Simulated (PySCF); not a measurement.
## B⁺: excitation energy

B⁺ [He] 2s2 (1S) → B⁺ [He] 2p2 (3P), as a difference of total energies. Calculation: PySCF 2.14, in aug-cc-pVDZ (4s3p2d, 23 functions); no relativity, point nucleus. Correlated levels: valence: 1s2 frozen. The calculations carry no spin-orbit coupling.

**Question.** Order these methods by the excitation energy they give, lowest first.
A. UHF
B. SCS-MP2 (valence)
C. MP2 (valence)
D. CCSD (valence)

**Answer.** A (88807 cm⁻¹), C (95020 cm⁻¹), B (97091 cm⁻¹), D (100330 cm⁻¹).

Errors of the correlated levels include the incompleteness of this basis and the frozen core.

With two correlated electrons CCSD is exact in that space.

The coupled-cluster amplitudes are large for the lower state (T1 above 0.03 or a double amplitude above 0.15), so a single reference is strained.

For comparison: 98926 cm⁻¹ (measured; NIST levels, between the centres of gravity of the two terms).
